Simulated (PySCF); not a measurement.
C4H9O3Si (SMILES C=C[Si]([O])(OC)OC), doublet, at a GFN2-xTB geometry.

Here is a job for PySCF.
```python
from pyscf import gto, scf, cc

mol = gto.M(
    atom='''
C    -1.16378327    2.32077789   -0.05444850
C    -0.20918460    1.61039233    0.46448743
Si    0.17195920   -0.25332511   -0.23780180
O     0.23081552   -0.04888493   -1.75200223
O    -1.03336833   -0.98953057    0.58055555
C    -2.35345598   -0.98209564    0.15310211
O     1.42126644   -0.66730468    0.71372810
C     2.75347124   -0.53276168    0.33469852
H    -1.42283444    3.29964269    0.33355655
H    -1.73379526    1.99095718   -0.90701580
H     0.43190449    1.84288055    1.29258962
H    -2.42452562   -1.17284166   -0.91923206
H    -2.88925905   -1.75808322    0.70236234
H    -2.81735583   -0.01255099    0.36673452
H     3.33276586   -1.29381403    0.86055344
H     3.12893806    0.45592086    0.61599108
H     2.87473949   -0.65767598   -0.74160333
''',
    basis='sto-3g',
    spin=1,
    verbose=4,
)

mf = scf.UHF(mol)
mf.kernel()

mycc = cc.CCSD(mf)
mycc.kernel()
et = mycc.ccsd_t()
print('E(CCSD(T)) = %.10f' % (mycc.e_tot + et))
```

Problem. What SCF-reference dipole moment does CCSD(T)/STO-3G run with PySCF give?

Solution. 1.96 D

Problem. What MP2 correlation energy does CCSD(T)/STO-3G give?

Solution. -0.3392 Eh

Problem. Estimate the SCF-reference HOMO energy that CCSD(T)/STO-3G returns for this input.

Solution. -7.69 eV

These values belong to the state on which the SCF converged, which isn't shown to be the lowest.

Problem. Roughly what does it cost on one core?

Solution. very roughly 60 core-seconds.
